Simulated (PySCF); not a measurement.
Ge2H6S, SMILES [GeH3][S][GeH3].

Geometry: B3LYP-D3(BJ)/def2-SVP.

Computed with TDDFT-PBE0/def2-SVPD (PySCF 2.14.0).

Vertical excitations. Gas-phase values at a fixed geometry.

| state | energy (eV) | λ (nm) | f | main pairs |
|---|---|---|---|---|
| S1 | 5.33 | 233 | 0.018 | HOMO→LUMO 98 % |
| S2 | 5.52 | 225 | 0.000 | HOMO→LUMO+1 97 % |
| S3 | 6.12 | 203 | 0.000 | HOMO→LUMO+2 90 % |
| S4 | 6.35 | 195 | 0.001 | HOMO→LUMO+3 90 % |
| S5 | 6.92 | 179 | 0.002 | HOMO→LUMO+4 70 %, HOMO−1→LUMO+1 29 % |
| S6 | 6.95 | 178 | 0.089 | HOMO−1→LUMO 90 % |
| S7 | 7.23 | 171 | 0.000 | HOMO→LUMO+5 97 % |
| S8 | 7.29 | 170 | 0.001 | HOMO−2→LUMO 47 %, HOMO−1→LUMO+1 33 %, HOMO→LUMO+4 17 % |
| S9 | 7.47 | 166 | 0.002 | HOMO→LUMO+6 83 % |
| S10 | 7.63 | 162 | 0.022 | HOMO−1→LUMO+2 85 % |
| T1 | 4.85 | 256 | 0 | HOMO→LUMO 97 % |
| T2 | 5.13 | 242 | 0 | HOMO→LUMO+1 94 % |
| T3 | 6.01 | 206 | 0 | HOMO→LUMO+2 96 % |
| T4 | 6.14 | 202 | 0 | HOMO→LUMO+3 97 % |
Triplets are in the Tamm–Dancoff approximation, which puts them higher than full response would, so one can lie above its singlet here.
